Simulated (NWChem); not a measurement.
BGeH3F2; SMILES [GeH3][B](F)F

```xyz
7

B     -0.0004     1.0399    -0.0052
F     -1.1213     1.7330     0.0044
F      1.1210     1.7324     0.0046
Ge    -0.0012    -1.0362    -0.0040
H     -0.0046    -1.5427     1.4512
H     -1.2549    -1.5855    -0.7049
H      1.2550    -1.5867    -0.6996
```
Atoms are numbered in this order, from 1.

Results from NWChem. Geometry: optimised at PBE0/def2-SVP. GIAO values for the isolated, static molecule; σ is the absolute isotropic shielding, δ = σ(reference) − σ with the isolated reference molecule computed at the same levels (11B: boron trifluoride, 19F: trichlorofluoromethane, 1H: tetramethylsilane).

Question: Among these, which level gives the lowest value of “δ B1 (ppm)”?
A. PBE/pcSseg-1
B. KT2/pcSseg-1
C. PBE0/pcSseg-1

Answer: B, KT2/pcSseg-1. Values: KT2/pcSseg-1 18.4; PBE/pcSseg-1 20.3; PBE0/pcSseg-1 20.5
